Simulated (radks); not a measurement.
The numbers below are computed, except where a source is named.
Question: Species: Sm2+. Configuration: [Xe] 4f6. Level of theory: scalar-relativistic Kohn-Sham, PBEsol, spin-unpolarised, spherical densities, point nucleus; hard spherical wall at 3.5 bohr (a radial shooting solver on a logarithmic mesh with Libxc functionals). Some entries of the table are withheld. Estimate them.

orbital,occ.,eigenvalue (eV),<r> (bohr),<1/r> (bohr^-1)
1s,2,-46669.63,0.02275,68.80
2s,2,-7634.424,0.09703,15.93
2p,6,-6811.857,0.08549,14.95
3s,2,-1679.695,0.2550,5.826
3p,6,-1422.599,0.2534,(1)
3d,10,-1074.441,0.2310,5.214
4s,2,-341.1970,0.5795,2.446
4p,6,-256.7503,0.6138,2.250
4d,10,-138.3455,0.6720,1.972
5s,2,-54.0937,1.403,(2)
5p,6,-33.7804,1.590,0.8094
4f,6,-12.3760,0.9577,1.377
5d,0,-7.3126,1.900,(3)
6s,0,5.3171,2.168,0.6331
6p,0,18.2767,2.149,0.6571

Answer: 
(1) 3p <1/r> (bohr^-1): 5.492
(2) 5s <1/r> (bohr^-1): 0.9384
(3) 5d <1/r> (bohr^-1): 0.6517
